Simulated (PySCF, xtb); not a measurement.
Scan of H3B, singlet: umbrella (inversion) coordinate, bond length relaxed. Scanned: angle between the B-H bonds and the threefold axis (90 = planar). Other coordinates (B-H bond length) were minimised at B3LYP/def2-TZVP.

Levels: GFN1-xTB (xtb); RHF/3-21G = restricted Hartree-Fock/3-21G in PySCF; RHF/STO-3G = PySCF 2.14.0 with restricted Hartree-Fock/STO-3G.

Energies in kcal/mol, each method relative to its own lowest point.

| a / ° | GFN1-xTB | RHF/3-21G | RHF/STO-3G |
|---|---|---|---|
| 90 | 0.0 | 0.0 | 0.0 |
| 92.36 | 0.2 | 0.4 | 0.4 |
| 96.61 | 1.7 | 2.8 | 3.2 |
| 98.60 | 2.9 | 4.7 | 5.4 |
| 101.60 | 5.4 | ? | 9.9 |
| 104.74 | 8.8 | 13.8 | ? |
| 107.59 | 12.7 | 19.7 | 23.0 |
| 111.35 | 19.0 | ? | 34.2 |
| 113.54 | 23.4 | 35.4 | 41.9 |
| 116.55 | 30.4 | 45.2 | 53.7 |
| 119.40 | 38.1 | 55.6 | 66.5 |
| 122.78 | 48.8 | 69.4 | 83.8 |
| 126.14 | 61.2 | 85.1 | 103.5 |
| 128.41 | ? | 96.8 | ? |
| 132 | 88.3 | 117.6 | 144.6 |

Q: Some entries are withheld; supply them.

A: 
- 101.60, RHF/3-21G: 8.5
- 104.74, RHF/STO-3G: 16.1
- 111.35, RHF/3-21G: 29.1
- 128.41, GFN1-xTB: 70.8
- 128.41, RHF/STO-3G: 118.3
